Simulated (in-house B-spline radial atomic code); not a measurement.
Ionisation energies along the 2-electron series, configuration 1s2, as differences of self-consistent energies. NIST's values go from ground level to ground level; the uncertainty of those that are theory runs from under 0.1 % in few-electron ions to several per cent in heavy many-electron ones. Computed with a B-spline radial code for spherical atoms: non-relativistic Hartree-Fock, average of the configuration, point nuclei.

This level leaves out relativity, spin-orbit splitting included, which matters for heavy ions.

```csv
ion,configuration after,ionisation energy (eV),IE/(q+1)² (eV),-ε less Coulomb ΔSCF (eV),tabulated value (eV),computed minus tabulated (eV)
Ru42+,1s1,25595.3,13.843,1.5109,26229.89,-635
Rh43+,1s1,26789.2,13.837,1.5109,27486.98,-698
Pd44+,1s1,?,?,?,?,?
Ag45+,1s1,?,?,?,?,?
Cd46+,1s1,30534.2,13.823,1.5109,31451.07,-917
In47+,1s1,31836.9,13.818,1.5109,32837.59,-1001
Sn48+,1s1,33166.9,13.814,1.5109,34257.15,-1090
Sb49+,1s1,34524.1,13.81,1.5108,35710.03,-1186
Te50+,1s1,35908.4,13.806,1.5108,37196.52,-1288
I51+,1s1,37320.0,13.802,1.5108,38717,-1397
Xe52+,1s1,?,?,?,?,?
Cs53+,1s1,40224.9,13.795,1.5108,41861.08,-1636
```

Question: Fill in the row of Pd44+.

Answer: ionisation energy (eV): 28010.3; IE/(q+1)² (eV): 13.832; -ε less Coulomb ΔSCF (eV): 1.5109; tabulated value (eV): 28776.03; computed minus tabulated (eV): -766.

Question: Fill in the row of Ag45+.

Answer: ionisation energy (eV): 29258.7; IE/(q+1)² (eV): 13.827; -ε less Coulomb ΔSCF (eV): 1.5109; tabulated value (eV): 30097.31; computed minus tabulated (eV): -839.

Question: Fill in the row of Xe52+.

Answer: ionisation energy (eV): 38758.8; IE/(q+1)² (eV): 13.798; -ε less Coulomb ΔSCF (eV): 1.5108; tabulated value (eV): 40271.73; computed minus tabulated (eV): -1513.
